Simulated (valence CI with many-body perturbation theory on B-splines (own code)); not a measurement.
**Au LXVII: calculated level list**

Method: relativistic CI+MBPT: three valence electrons over a frozen Dirac-Fock core [Ne], a basis of 11 s, 11 p, 10 d, 8 f, 5 g, 2 h functions for each j, with the one-electron correlation potential Σ1 (screened to all orders), the two-electron term Σ2, the three-electron term Σ3, Breit, model QED; selected single and double excitations, second order for the rest, scaled by the run's own slope (own B-spline code, finite nucleus).

The last digits are not significant, and no measured levels were compared; by estimate large intervals hold to a few tenths of a per cent, small ones and those within an open d or f shell to about a per cent.

Levels 91 to 135 of 157, with energies above the lowest level, (3s^2 3p1/2) J=1/2. "Leading %" is the weight of the configuration and term that name the level; weights of strongly mixed levels are sums over their largest components and can fall short. In the jj column 3d3/2^4 stands for four electrons in 3d with j = 3/2. Lifetimes count E1, E2, E3, M1 and M2 decay at the calculated energies, and are blank where another channel may lead or the interval is too uncertain; long ones can be off by a factor of two.

```csv
No.,Configuration,Term,J,E (× 10³ cm⁻¹),Leading %,Lifetime,Leading jj
91,3p2 3d,4D,5/2,17030,27,108 fs,3p3/2^2 3d3/2 (97 %)
92,3p2 3d,4P,1/2,17046,48,103 fs,3p3/2^2 3d3/2 (98 %)
93,3p2 3d,2F,7/2,17058,44,112 fs,3p3/2^2 3d3/2 (99 %)
94,3p2 3d,2D,3/2,17231,69,110 fs,3p3/2^2 3d3/2 (98 %)
95,3p2 3d,4F,9/2,17750,63,160 fs,3p3/2^2 3d5/2 (100 %)
96,3p2 3d,2F,7/2,17752,51,153 fs,3p3/2^2 3d5/2 (99 %)
97,3p2 3d,2P,1/2,17872,58,140 fs,3p3/2^2 3d5/2 (98 %)
98,3p2 3d,2D,5/2,18024,75,151 fs,3p3/2^2 3d5/2 (100 %)
99,3p2 3d,2P,3/2,18116,45,135 fs,3p3/2^2 3d5/2 (98 %)
100,3p2 3d,2D,5/2,18145,52,138 fs,3p3/2^2 3d5/2 (97 %)
101,3p 3d2,4F°,3/2,18792,30,111 fs,3p3/2 3d3/2^2 (99 %)
102,3p 3d2,4F°,5/2,18855,36,116 fs,3p3/2 3d3/2^2 (97 %)
103,3p 3d2,4D°,1/2,18865,72,110 fs,3p3/2 3d3/2^2 (99 %)
104,3p 3d2,2G°,7/2,18866,34,121 fs,3p3/2 3d3/2^2 (97 %)
105,3p 3d2,2P°,3/2,19093,33,111 fs,3p3/2 3d3/2^2 (96 %)
106,3p 3d2,4G°,9/2,19538,57,177 fs,3p3/2 3d3/2 3d5/2 (100 %)
107,3p 3d2,4F°,7/2,19586,32,167 fs,3p3/2 3d3/2 3d5/2 (100 %)
108,3p 3d2,2H°,11/2,19679,63,200 fs,3p3/2 3d3/2 3d5/2 (96 %)
109,3p 3d2,4P°,5/2,19694,48,163 fs,3p3/2 3d3/2 3d5/2 (99 %)
110,3p 3d2,2S°,1/2,19703,43,153 fs,3p3/2 3d3/2 3d5/2 (99 %)
111,3p 3d2,4D°,3/2,19708,46,153 fs,3p3/2 3d3/2 3d5/2 (98 %)
112,3p 3d2,2F°,5/2,19711,46,158 fs,3p3/2 3d3/2 3d5/2 (99 %)
113,3p 3d2,2G°,7/2,19756,38,170 fs,3p3/2 3d3/2 3d5/2 (99 %)
114,3p 3d2,2G°,7/2,19861,39,160 fs,3p3/2 3d3/2 3d5/2 (95 %)
115,3p 3d2,2D°,5/2,19883,54,152 fs,3p3/2 3d3/2 3d5/2 (96 %)
116,3p 3d2,2P°,3/2,19912,39,148 fs,3p3/2 3d3/2 3d5/2 (97 %)
117,3p 3d2,2G°,9/2,19917,73,168 fs,3p3/2 3d3/2 3d5/2 (99 %)
118,3p 3d2,2D°,3/2,19996,54,152 fs,3p3/2 3d3/2 3d5/2 (97 %)
119,3p 3d2,2F°,5/2,20041,68,156 fs,3p3/2 3d3/2 3d5/2 (98 %)
120,3p 3d2,2P°,1/2,20085,77,149 fs,3p3/2 3d3/2 3d5/2 (96 %)
121,3p 3d2,4G°,11/2,20430,63,328 fs,3p3/2 3d5/2^2 (96 %)
122,3p 3d2,2D°,5/2,20531,47,274 fs,3p3/2 3d5/2^2 (97 %)
123,3p 3d2,2F°,7/2,20547,50,293 fs,3p3/2 3d5/2^2 (98 %)
124,3p 3d2,4F°,9/2,20574,53,272 fs,3p3/2 3d5/2^2 (99 %)
125,3p 3d2,2P°,1/2,20714,69,244 fs,3p3/2 3d5/2^2 (97 %)
126,3d3,4F,3/2,20780,42,117 fs,3d3/2^3 (99 %)
127,3p 3d2,2F°,7/2,20845,54,239 fs,3p3/2 3d5/2^2 (98 %)
128,3p 3d2,2P°,3/2,20870,69,265 fs,3p3/2 3d5/2^2 (99 %)
129,3p 3d2,2D°,5/2,20873,61,237 fs,3p3/2 3d5/2^2 (99 %)
130,3p 3d2,2P°,3/2,21005,52,224 fs,3p3/2 3d5/2^2 (96 %)
131,3d3,4F,5/2,21580,81,168 fs,3d3/2^2 3d5/2 (99 %)
132,3d3,4P,3/2,21644,38,163 fs,3d3/2^2 3d5/2 (99 %)
133,3d3,2H,9/2,21660,48,186 fs,3d3/2^2 3d5/2 (100 %)
134,3d3,2G,7/2,21673,50,177 fs,3d3/2^2 3d5/2 (98 %)
135,3d3,4P,1/2,21700,57,160 fs,3d3/2^2 3d5/2 (100 %)
```

Where two levels of one J and parity lie close, their mixing, g and order are uncertain.
